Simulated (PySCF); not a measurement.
C₇H₁₄OSi.
Atom-mapped SMILES: `[CH2:1]=[C:2]([CH3:3])[C@@H:4]1[SiH2:5][C@@H:6]1[O:7][CH2:8][CH3:9]`

NICS is the negative of the GIAO shielding at a point without a nucleus: at the ring centre (0) and 1 Å above and below it (1); zz is the component along the ring normal. Level: GIAO PBE0/pcSseg-1 (PySCF, non-relativistic, gas phase) on the GFN2-xTB geometry, one conformer.

Ring bond lengths (Å), with Mayer bond orders in brackets: C4–Si5 1.902 (0.90), Si5–C6 1.884 (0.92), C6–C4 1.561 (0.83).

Q: What do the NICS probes read (ppm)?

A: 
```csv
ring,type,NICS(0),"NICS(1), two faces","NICS(1)zz, two faces",rms pucker (Å),"centre to ring atoms, mean (Å)"
C4–Si5–C6,3-membered ring with Si; formal bonds all single,-23.0,-5.0 / -9.3,-12.4 / -18.8,0.00,1.03
```

Q: What do they say, and how far can they be read as aromaticity?

A: 
- C4–Si5–C6: mean NICS(1)zz -15.6 ppm, shielded. C4, Si5, C6 have four or more neighbours, so the value isn't read as a sign of a π ring current. The two faces differ by 6.4 ppm, so no symmetry operation interchanges them. NICS(0) lies 16 ppm below the mean NICS(1).

Q: At the first NICS(1) probe listed for ring C4–Si5–C6, 1 Å off the ring, how large is the induced field along the normal in 9.4 T applied along it?

A: NICSzz × B0 = -12.4 ppm × 9.4 T = -117 μT, against the applied field.

Q: List the ring angles and the Hirshfeld charges of the ring atoms.

A: 
- C4–Si5–C6: C4 65.0° (-0.119 e), Si5 48.7° (+0.301 e), C6 66.3° (-0.048 e); sum 180.0° against 180° for a flat convex ring.

Conformer computed: `[CH2:1]=[C:2]([CH3:3])[C@@H:4]1[SiH2:5][C@@H:6]1[O:7][CH2:8][CH3:9]`: C1–C2–C4–Si5 -154°, Si5–C6–O7–C8 -155°, C6–O7–C8–C9 176°.
